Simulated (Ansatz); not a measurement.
`C#[C][AlH][NH2]` + `[NH2][SnH3]` → `C#C[NH][SnH3]` + `[NH2][AlH2]` at 500 K and 1 bar (substitution at a C–Al bond).

Calculated with Ansatz (gas phase, PBE0-D4/def2-TZVP geometries, no zero-point term in ΔE). CBS: MP2 limit from def2 TZ/QZ plus the TZ coupled-cluster correction, frozen cores. This one scheme is used for every species. Elements past krypton have def2 core potentials. For Sn outer-core shells are correlated without core-valence functions, which leaves a few kJ/mol of doubt a bond. One conformer a species, not always the lowest.

| species | CCSD(T)/CBS energy (Eh) | H − E (kJ/mol) | S (J/(mol·K)) |
| --- | --- | --- | --- |
| `C#[C][AlH][NH2]` | -375.21570 | 175.3 | 369.0 |
| `[NH2][SnH3]` | -271.71442 | 151.0 | 334.3 |
| `C#C[NH][SnH3]` | -347.74191 | 187.2 | 406.0 |
| `[NH2][AlH2]` | -299.14566 | 129.9 | 289.4 |

H − E and S are ideal-gas, rigid-rotor, harmonic terms from PBE0-D4/def2-TZVP, for one conformer and one mirror image of each species. 1 Eh = 2625.50 kJ/mol, R = 8.31446 J/(mol·K).

Question: By hand: ΔE, ΔH, ΔS and ΔG.

Answer: ΔE = (-347.74191) + (-299.14566) − (-375.21570) − (-271.71442) = 0.04255 Eh = 111.7 kJ/mol. Δ(H − E) = 187.2 + 129.9 − 175.3 − 151.0 = -9.2, so ΔH = 102.5 kJ/mol. ΔS = 406.0 + 289.4 − 369.0 − 334.3 = -7.9 J/(mol·K). ΔG = 102.5 − 500 × (-7.9)/1000 = 106.5 kJ/mol.

Question: By hand: the equilibrium constant, and the temperature at which ΔG would vanish if ΔH and ΔS stayed fixed.

Answer: log₁₀ K = −ΔG/(RT ln 10) = -11.1. ΔH and −TΔS have one sign here, so there is no such temperature.

The number of gas molecules stays the same, so ΔS is small and ΔH decides. A doubt of 5 kJ/mol in ΔE shifts log₁₀ K by 0.5 here. Other conformers and mirror images would add mixing entropy, several J/(mol·K) or more a flexible species. These are equilibria of isolated gas molecules and say nothing of rates. Largest T1 diagnostic: 0.014 (customary marks: 0.02 for closed shells, 0.045 for open ones).

ΔS is within the doubt of such terms, so its sign, and with it that verdict, could turn.
